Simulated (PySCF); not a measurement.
C8H9O (doublet state).
Atom-mapped SMILES: `[CH:1]1[CH:2]=[C:3]2[O:4][CH2:5][CH2:6][C:7]2=[CH:8][CH2:9]1` (hydrogens: H10 on C1; H11 on C2; H12, H13 on C5; H14, H15 on C6; H16 on C8; H17, H18 on C9)

Level of theory: UKS B3LYP, pcH-1 on C H O, non-relativistic, mean-field spin-orbit, GIAO in PySCF. Isolated species at its GFN2-xTB geometry, gas phase. A GFN2-xTB geometry isn't a minimum of the functional, and hyperfine couplings can be far from their values at a DFT geometry. The SCF solution wasn't tested for stability. ⟨S²⟩ is 0.782 where a pure state has 0.75.

Principal values of hyperfine tensors in MHz (contact and dipolar terms together), for some of the nuclei:

| atom | isotope | A1 | A2 | A3 |
| --- | --- | --- | --- | --- |
| H17 | 1H | 136.18 | 139.43 | 143.70 |
| C3 | 13C | 3.60 | 5.02 | 127.39 |
| C1 | 13C | 3.64 | 5.82 | 106.84 |
| C2 | 13C | -59.21 | -26.48 | -23.69 |
| C7 | 13C | -56.25 | -25.40 | -22.24 |
| C8 | 13C | 2.87 | 4.94 | 94.66 |
| C9 | 13C | -33.34 | -32.19 | -30.99 |
| H10 | 1H | -45.39 | -29.65 | -11.27 |

Split each tensor into its isotropic and traceless parts, and turn a_iso into mT with g = 2.0030.

a_iso is a third of the trace, T = A − a_iso, and a(mT) = a(MHz)/(g × 13.996).

| atom | a_iso (MHz) | a_iso (mT) | T1 | T2 | T3 |
| --- | --- | --- | --- | --- | --- |
| H17 | 139.77 | 4.986 | -3.59 | -0.34 | 3.93 |
| C3 | 45.33 | 1.617 | -41.74 | -40.32 | 82.05 |
| C1 | 38.77 | 1.383 | -35.13 | -32.94 | 68.07 |
| C2 | -36.46 | -1.300 | -22.75 | 9.98 | 12.77 |
| C7 | -34.63 | -1.235 | -21.62 | 9.23 | 12.39 |
| C8 | 34.16 | 1.218 | -31.29 | -29.22 | 60.51 |
| C9 | -32.17 | -1.148 | -1.17 | -0.01 | 1.18 |
| H10 | -28.77 | -1.026 | -16.62 | -0.88 | 17.50 |

What spin density at the nucleus of H17 lies behind its contact coupling (g_N = 5.58569)?

a_FC = 800.24 MHz bohr³ × g_N × ρ(0)/(2S). With a_FC = 139.77 MHz and 2S = 1, ρ(0) = 0.03127 bohr⁻³. In magnitude that is 9.8 % of the 1/π = 0.318 of a free hydrogen atom.

H18 (1H, g_N = 5.58569) isn't in the table. Its spin density at the nucleus is 0.03144 bohr⁻³. What is its contact coupling?

By the same relation, a_FC = 140.5 MHz. Its full tensor has the principal values 136.95, 140.20, 144.46 MHz.

Name the largest traceless tensor T of the table and describe it.

C3: -41.7, -40.3, 82.1 MHz, axial, in the ratio −1:−1:+2, the form that spin in one p orbital centred on that nucleus gives.

What first-order splitting does C3 cause when the field lies along A1, A2 or A3 of its tensor (g taken as isotropic, no quadrupole term)?

2 lines (I = 1/2), spaced by |A_i|/(g × 13.996): 0.13, 0.18, 4.54 mT along the axes of A1, A2 and A3.
